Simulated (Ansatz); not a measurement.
Start from `[CH]1=[CH][GeH2]1` and change one atom or group to get `[SiH3][C]1=[CH][GeH2]1`.

Ansatz, PBE0-D4/def2-TZVP geometries, multiplicity 1. 

Scalar relativity is left out up to krypton.

| property | `[CH]1=[CH][GeH2]1` |
| --- | --- |
| HOMO–LUMO gap (B3LYP/def2-TZVPP) / eV | 6.45 |
| HOMO energy (ωB97M-V/def2-TZVPP) / eV | -9.08 |
| HOMO–LUMO gap (PBE0/def2-TZVPP) / eV | 6.88 |
| HOMO energy (PBE/def2-TZVPP) / eV | -5.90 |
| LUMO energy (ωB97M-V/def2-TZVPP) / eV | 2.07 |
| HOMO energy (B3LYP/def2-TZVPP) / eV | -6.78 |

**Question.** Give the same properties after the change, and the shifts. (Estimate.)

**Answer.** The calculation gave: 
```csv
property,`[SiH3][C]1=[CH][GeH2]1`,shift
HOMO–LUMO gap (B3LYP/def2-TZVPP) / eV,5.65,-0.80
HOMO energy (ωB97M-V/def2-TZVPP) / eV,-8.78,0.30
HOMO–LUMO gap (PBE0/def2-TZVPP) / eV,6.03,-0.85
HOMO energy (PBE/def2-TZVPP) / eV,-5.72,0.18
LUMO energy (ωB97M-V/def2-TZVPP) / eV,1.42,-0.65
HOMO energy (B3LYP/def2-TZVPP) / eV,-6.54,0.24
```

With PBE0 the HOMO rises by 0.24 eV and the LUMO falls by 0.61 eV, so the gap narrows by about 0.85 eV. PBE moves the HOMO by 0.18 eV and ωB97M-V by 0.30 eV.

B3LYP here is the variant with VWN-RPA as its local correlation; programs differ in this.
